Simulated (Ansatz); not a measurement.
One change: `[SiH3][InH2]` becomes `[AlH2][SiH3]`.

Ansatz, PBE0-D4/def2-TZVP geometries, multiplicity 1. 

Elements past krypton have def2 core potentials.

| property | `[SiH3][InH2]` |
| --- | --- |
| size of the dipole moment (B3LYP/def2-TZVPP) / D | 0.07 |
| LUMO energy (PBE0/def2-TZVPP) / eV | -2.14 |
| HOMO–LUMO gap (B3LYP/def2-TZVPP) / eV | 4.77 |
| LUMO energy (ωB97M-V/def2-TZVPP) / eV | -0.61 |
| HOMO energy (PBE/def2-TZVPP) / eV | -6.36 |
| size of the dipole moment (PBE/def2-TZVPP) / D | 0.08 |

**Question.** What does the change do to each property? (An estimate is asked.)

**Answer.** Ansatz gave: 
```csv
property,`[AlH2][SiH3]`,shift
size of the dipole moment (B3LYP/def2-TZVPP) / D,0.25,0.18
LUMO energy (PBE0/def2-TZVPP) / eV,-2.12,0.02
HOMO–LUMO gap (B3LYP/def2-TZVPP) / eV,5.12,0.35
LUMO energy (ωB97M-V/def2-TZVPP) / eV,-0.48,0.13
HOMO energy (PBE/def2-TZVPP) / eV,-6.55,-0.19
size of the dipole moment (PBE/def2-TZVPP) / D,0.20,0.12
```

Dipoles are sizes alone; their direction can turn.

B3LYP here is the variant with VWN-RPA as its local correlation; programs differ in this.
